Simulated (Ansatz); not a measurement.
# How methods differ on InH2 (SMILES [InH2])

InH2 has 3 atoms, charge 0, and is taken as a doublet. As SMILES, `[InH2]`. Geometry: relaxed at PBE0-D4/def2-TZVP.

```tsv
atom	x (Å)	y (Å)	z (Å)
In	0.3846	-0.4254	0.1498
H	0.6913	1.2654	0.5216
H	-1.0869	-0.9048	-0.6847
```

Each level gives the energy change with the In1–H3 bond stretched from 1.758 to 4.396 Å (eV). The values are calculated.

```
            level                    kind  program  value (eV)  less FCI/STO-3G  CPU time (all runs)
    USVWN5/STO-3G                     LDA   Ansatz        4.15            +1.16                  4 s
      UPBE/STO-3G                     GGA   Ansatz        3.73            +0.74                  4 s
 U-r2SCAN0/STO-3G         hybrid meta-GGA   Ansatz        3.74            +0.75                 13 s
 U-wB97M-V/STO-3G  range-separated hybrid   Ansatz        3.65            +0.66                 39 s
UCAM-B3LYP/STO-3G  range-separated hybrid   Ansatz        3.76            +0.77                4.9 s
   UB2PLYP/STO-3G           double hybrid   Ansatz        3.42            +0.43                8.8 s
      UMP2/STO-3G     perturbation theory   Ansatz        3.11            +0.12                2.6 s
 UCCSDT(Q)/STO-3G   coupled cluster or CI   Ansatz        2.99             0.00                  7 s
    UCCSDT/STO-3G   coupled cluster or CI   Ansatz        3.00            +0.01                3.9 s
       FCI/STO-3G      exact in the basis   Ansatz        2.99             0.00                3.4 s
```

FCI/STO-3G is exact within its basis and frozen core, so for wave-function methods in that basis the difference is their error; functionals converge differently with the basis, so for them it is only a difference. All-electron rows without a relativistic Hamiltonian named are non-relativistic. The first shape isn't each level's own minimum. The values span 2.99 to 4.15 eV. Spin contamination of the reference (⟨S²⟩ at least 0.1 too high) touches UMP2/STO-3G, UCCSDT(Q)/STO-3G, UCCSDT/STO-3G. All rows use very small basis sets, so even the best lies far from the true value. In the correlated wave-function rows the outer d shell of In is correlated, in sets not made for it. Times are those of the runs behind each value, whatever else they computed, on shared processors of several kinds: orders of magnitude only.
